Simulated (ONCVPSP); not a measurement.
## Building the ONCV potential for selenium (Se) (PBEsol, scalar-relativistic).

ONCVPSP 4.0.1 input, shortened (lines: element, Z, core and valence counts, functional; n l f; lmax; l rc ep ncon nbas qcut; lloc lpopt rc5 dvloc0; l nproj debl; icmod fcfact rcfact), PBEsol, scalar-relativistic:

```
  Se 34.00    5    3  -116133      upf
    1    0    2.00
    2    0    2.00
    2    1    6.00
    3    0    2.00
    3    1    6.00
    3    2   10.00
    4    0    2.00
    4    1    4.00
    3
    0    1.40    0.00    4    7    4.90
    1    1.45    0.00    4    8    4.50
    2    0.80    0.00    4    9   18.00
    3    1.50    0.17    4    7    8.10
    4    5    0.70    3.00
    0    2    0.80
    1    2    0.60
    2    2    3.20
    3    3    0.50
    2    0.55    0.80
```

All-electron outer shells of the reference configuration (PBEsol, scalar-relativistic, ld1.x):

```json
{"shell": "3s", "level (eV)": "-213.09", "outermost node (bohr)": "0.24", "outermost maximum (bohr)": "0.50"}
{"shell": "3p", "level (eV)": "-152.76", "outermost node (bohr)": "0.21", "outermost maximum (bohr)": "0.50"}
{"shell": "3d", "level (eV)": "-53.12", "outermost node (bohr)": "–", "outermost maximum (bohr)": "0.45"}
{"shell": "4s", "level (eV)": "-17.29", "outermost node (bohr)": "0.70", "outermost maximum (bohr)": "1.51"}
{"shell": "4p", "level (eV)": "-6.51", "outermost node (bohr)": "0.74", "outermost maximum (bohr)": "1.80"}
```

Estimate the cutoffs (Ha) at which the residual kinetic energy of the hardest occupied pseudo-wave falls to 1 and 0.1 mHa per electron.

142 Ha and 158 Ha.

What does a ghost test show?

Ghosts flagged at negative energy: s at -134.9 eV, f at -87.5 eV; GHOST(+) flagged for p at 50.0 eV. A true bound ghost makes a file unfit for plane-wave use.

Which valence shell sets the plane-wave cutoff?

3d: 142 Ha for 1 mHa per electron, against 11 Ha for 4s.

Tests: 3d10 4s2 4p3; 3d10 4s2 4p2; 3d10 4s2 4p1; 3d10 4s1 4p5. Which has the largest error in its energy relative to the reference configuration, and how large is it?

3d10 4s2 4p1, with -9.0 meV (all-electron minus pseudo) on +62.12 eV.
